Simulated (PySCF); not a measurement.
One of the candidates below gave these computed data.

All candidates are C6H7NO2.

- Polarisability: 88.0 au [PBE0/def2-SVPD]
- NMR, other nuclei: isotropic shieldings of nuclei other than C and H, by class: 180 (1 N), -60 (1 O), 44 (1 O) ppm [GIAO PBE0/pcSseg-1]
- Rotational structure: rotational constants A, B, C: 3.107, 1.270, 0.907 GHz [GFN2-xTB]
- 1H NMR: chemical shifts (computed TMS as zero) by class: 7.46 (1 H), 5.28 (1 H), 4.93 (1 H), 3.44 (1 H), 2.92 (3 H) ppm [GIAO PBE0/pcSseg-1]
- Triplet: lowest triplet excitation (Tamm–Dancoff): 3.29 eV [TDA PBE0/def2-SVPD]
- 13C NMR: chemical shifts (computed TMS as zero) by class: 164.4 (1 C), 159.7 (1 C), 158.5 (1 C), 104.2 (1 C), 86.9 (1 C), 30.6 (1 C) ppm [GIAO PBE0/pcSseg-1]
- Dipole: 7.34 D [PBE0/def2-SVPD]
- UV, first state: lowest singlet excitation: 4.66 eV (266 nm, f = 0.073) [TDDFT PBE0/def2-SVPD]

Electronic properties: PySCF, gas phase, density fitting. Levels stand in brackets. The structure is a single GFN2-xTB conformer in the gas phase; no vibrational or solvent corrections. NMR values are class means; diastereotopic atoms form classes of their own.

Task: Which candidate is it?
A. `CNc1ccoc(=O)c1`
B. `O=CNC1=C[C@H](C=O)C1`
C. `CC/C(=C/C#N)C(=O)O`

Result: A. It is `CNc1ccoc(=O)c1`. Numbering: `[CH3:1][NH:2][c:3]1[cH:4][cH:5][o:6][c:7](=[O:8])[cH:9]1`. Its formula, C6H7NO2, gives 4 degrees of unsaturation: 1 ring and 3 π bonds in the structure found (Kekulé form). 6 carbons fall into 6 classes; from least to most shielded: ring carbonyl carbon [C7] (164.4 ppm), unsaturated ring CH carbon [C5] (159.7 ppm), unsaturated ring carbon [C3] (158.5 ppm), unsaturated ring CH carbon [C4] (104.2 ppm), unsaturated ring CH carbon [C9] (86.9 ppm), N-methyl carbon [C1] (30.6 ppm). Hydrogen classes from least to most shielded: 1 H on an unsaturated ring CH carbon, C5 (7.46 ppm), 1 H on an unsaturated ring CH carbon, C4 (5.28 ppm), 1 H on an unsaturated ring CH carbon, C9 (4.93 ppm), 1 H on a nitrogen bonded to 2 C and H, N2 (3.44 ppm), 3 H on an N-methyl carbon, C1 (2.92 ppm). The other shieldings belong to: 180 ppm, nitrogen bonded to 2 C and H [N2]; -60 ppm, carbonyl oxygen [O8]; 44 ppm, ring oxygen [O6]. S1 is mainly HOMO→LUMO (weight 0.97); the largest Löwdin shares of the orbital it empties are 0.29 on an unsaturated ring CH carbon, 0.20 on the carbonyl oxygen, 0.12 on the nitrogen bonded to 2 C and H and 0.10 on the unsaturated ring carbon, of the orbital it fills 0.23 on an unsaturated ring CH carbon, 0.17 on the unsaturated ring carbon, 0.12 on the ring oxygen and 0.12 on an unsaturated ring CH carbon. The optimised geometry has point group Cs and is an asymmetric top.

The others, at the same levels:
- `O=CNC1=C[C@H](C=O)C1` fails: its computed 13C shifts are 205.9 (1 C), 159.2 (1 C), 149.9 (1 C), 106.8 (1 C), 51.4 (1 C), 35.2 (1 C) ppm, 1H shifts are 9.46 (1 H), 8.19 (1 H), 6.23 (1 H), 5.00 (1 H), 3.50 (1 H), 3.24 (1 H), 3.20 (1 H) ppm and rotational constant A is 5.080 GHz (against 3.107 GHz).
- `CC/C(=C/C#N)C(=O)O` fails: its computed 13C shifts are 170.2 (1 C), 164.2 (1 C), 120.9 (1 C), 112.6 (1 C), 32.3 (1 C), 17.1 (1 C) ppm, 1H shifts are 6.85 (1 H), 5.91 (1 H), 2.63 (2 H), 1.10 (3 H) ppm and rotational constant A is 2.499 GHz (against 3.107 GHz).

Each candidate is one conformer, not necessarily the lowest. The conformers computed, where there is a choice (atom-mapped SMILES and torsion angles):
- `[CH3:1][NH:2][c:3]1[cH:4][cH:5][o:6][c:7](=[O:8])[cH:9]1`: C1–N2–C3–C4 180°
- `[O:1]=[CH:2][NH:3][C:4]1=[CH:5][C@H:6]([CH:7]=[O:8])[CH2:9]1`: O1–C2–N3–C4 -1°, C2–N3–C4–C5 -179°, C5–C6–C7–O8 122°
- `[CH3:1][CH2:2]/[C:3](=[CH:4]/[C:5]#[N:6])[C:7](=[O:8])[OH:9]`: C1–C2–C3–C4 105°, C2–C3–C7–O8 -25°, H–O9–C7–C3 178°
